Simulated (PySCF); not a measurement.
Harmonic spectrum computed at PBE0 in the def2-TZVP basis family (core potentials from Rb on, PySCF, no spin–orbit coupling):

| symmetry | ω (cm⁻¹) | IR (km/mol) |
| --- | --- | --- |
| a' | 172 | 5.6 |
| a' | 254 | 53.5 |
| a' | 903 | 70.1 |

Task: Which molecule gave it? In each, all ligands are bound to the one heavy central atom.
A. SbOBr (singlet)
B. SnOBr (doublet)
C. BiOBr (singlet)
D. InOBr (singlet)
E. GeOBr (doublet)

Result: A. It has Cs symmetry with Sb–Br 2.517 Å, Sb–O 1.793 Å.
